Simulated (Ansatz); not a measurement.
Computed with Ansatz.

A structure relaxed at PBE0-D4/def2-TZVP, charge 0, multiplicity 1:

```json
{"atom": "C1", "x (Å)": "-0.6549", "y (Å)": "-0.7391", "z (Å)": "0.0789"}
{"atom": "C2", "x (Å)": "0.7133", "y (Å)": "-0.1862", "z (Å)": "-0.3025"}
{"atom": "Sn3", "x (Å)": "1.3522", "y (Å)": "1.5310", "z (Å)": "0.8997"}
{"atom": "Cl4", "x (Å)": "-0.5608", "y (Å)": "2.8456", "z (Å)": "0.3571"}
{"atom": "H5", "x (Å)": "-1.4278", "y (Å)": "0.0282", "z (Å)": "-0.0033"}
{"atom": "H6", "x (Å)": "-0.9470", "y (Å)": "-1.5728", "z (Å)": "-0.5671"}
{"atom": "H7", "x (Å)": "-0.6731", "y (Å)": "-1.1144", "z (Å)": "1.1069"}
{"atom": "H8", "x (Å)": "1.4891", "y (Å)": "-0.9555", "z (Å)": "-0.2276"}
{"atom": "H9", "x (Å)": "0.7090", "y (Å)": "0.1632", "z (Å)": "-1.3421"}
```

(1) Give its formula and SMILES.

(2) Summarise the bond lengths by kind.

Answers

(1) C2H5ClSn, `C[CH2][Sn][Cl]`.

(2) 1 × C–C 1.524 Å; 5 × C–H 1.092 to 1.097 Å; 1 × C–Sn 2.191 Å; 1 × Cl–Sn 2.384 Å.
